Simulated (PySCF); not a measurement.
HCl3Si (SMILES Cl[SiH](Cl)Cl), singlet, at a GFN2-xTB geometry; MN15/STO-3G (PySCF).

Input for PySCF:
```python
from pyscf import gto, scf, dft

mol = gto.M(
    atom='''
Si    0.028634   -0.016278    0.491067
Cl   -1.241581   -1.436795   -0.148817
Cl   -0.640098    1.792321   -0.076853
Cl    1.851449   -0.338342   -0.292763
H     0.113031   -0.064254    1.938435
''',
    basis='sto-3g',
    charge=0,
    spin=0,
    verbose=4,
)

mf = dft.RKS(mol)
mf.xc = 'mn15'
mf.grids.radi_method = dft.radi.delley
mf.kernel()
mf.analyze()
```

The log (banner, timings and long lists left out):

```
PySCF version 2.14.0

[INPUT] verbose = 4
[INPUT] num. atoms = 5
[INPUT] num. electrons = 66
[INPUT] charge = 0
[INPUT] spin (= nelec alpha-beta = 2S) = 0
[INPUT] symmetry False subgroup None
[INPUT] Mole.unit = angstrom
[INPUT] Symbol           X                Y                Z      unit          X                Y                Z       unit  Magmom
[...]
nuclear repulsion = 342.210193723806
number of shells = 21
number of NR pGTOs = 111
number of NR cGTOs = 37
basis = sto-3g
ecp = {}

******** <class 'pyscf.dft.rks.RKS'> ********
method = RKS
initial guess = minao
damping factor = 0
level_shift factor = 0
DIIS = <class 'pyscf.scf.diis.CDIIS'>
diis_start_cycle = 1
diis_space = 8
diis_damp = 0
SCF conv_tol = 1e-09
SCF conv_tol_grad = None
SCF max_cycles = 50
direct_scf = True
direct_scf_tol = 1e-13
XC library pyscf.dft.libxc version 7.1.2
    S. Lehtola, C. Steigemann, M. J. T. Oliveira, and M. A. L. Marques,  SoftwareX 7, 1–5 (2018)
XC functionals = mn15
    H. S. Yu, X. He, S. L. Li, and D. G. Truhlar,  Chem. Sci. 7, 5032–5051 (2016)
    H. S. Yu, X. He, S. L. Li, and D. G. Truhlar,  Chem. Sci. 7, 5032–5051 (2016)
radial grids: B. Delley radial grids. Ref. JCP 104, 9848 (1996); DOI:10.1063/1.471749. log2 algorithm
becke partition: Becke, JCP 88, 2547 (1988); DOI:10.1063/1.454033
pruning grids: <function nwchem_prune>
grids dens level: 3
symmetrized grids: False
atomic radii adjust function: <function treutler_atomic_radii_adjust>
small_rho_cutoff = 0
Set gradient conv threshold to 3.16228e-05
Initial guess from minao.
tot grids = 88776
init E= -1647.78249876342
[...]
cycle= 1 E= -1648.22114384348  delta_E= -0.439  |g|= 0.479  |ddm|= 2.72
[...]
cycle= 2 E= -1648.28394194661  delta_E= -0.0628  |g|= 0.356  |ddm|= 1.82
[...]
cycle= 3 E= -1648.33590862677  delta_E= -0.052  |g|= 0.00507  |ddm|= 0.726
[...]
cycle= 4 E= -1648.33593059737  delta_E= -2.2e-05  |g|= 0.00117  |ddm|= 0.0201
[...]
cycle= 5 E= -1648.33593159537  delta_E= -9.98e-07  |g|= 0.000218  |ddm|= 0.00449
[...]
cycle= 6 E= -1648.3359316294  delta_E= -3.4e-08  |g|= 1.1e-05  |ddm|= 0.000774
[...]
cycle= 7 E= -1648.33593162953  delta_E= -1.24e-10  |g|= 1.25e-06  |ddm|= 5.62e-05
[...]
Extra cycle  E= -1648.33593162953  delta_E= -4.55e-13  |g|= 5.08e-07  |ddm|= 5.79e-06
converged SCF energy = -1648.33593162953
**** SCF Summaries ****
Total Energy =                       -1648.335931629528886
Nuclear Repulsion Energy =             342.210193723805503
One-electron Energy =                -2968.323065370821951
Two-electron Energy =                  977.776940017487505
Two-electron Coulomb Energy =         1079.637804918113488
DFT Exchange-Correlation Energy =     -101.860864900625955
HOMO-LUMO gap [eV] =                    11.473986054891967
**** MO energy ****
[...]
 ** Mulliken pop on meta-lowdin orthogonal AOs  **
 ** Mulliken pop  **
[...]
 ** Mulliken atomic charges  **
charge of    0Si =      0.76979
charge of    1Cl =     -0.22928
charge of    2Cl =     -0.22928
charge of    3Cl =     -0.22926
charge of    4H =     -0.08198
Dipole moment(X, Y, Z, Debye):  0.11757, -0.06682,  2.01517
```
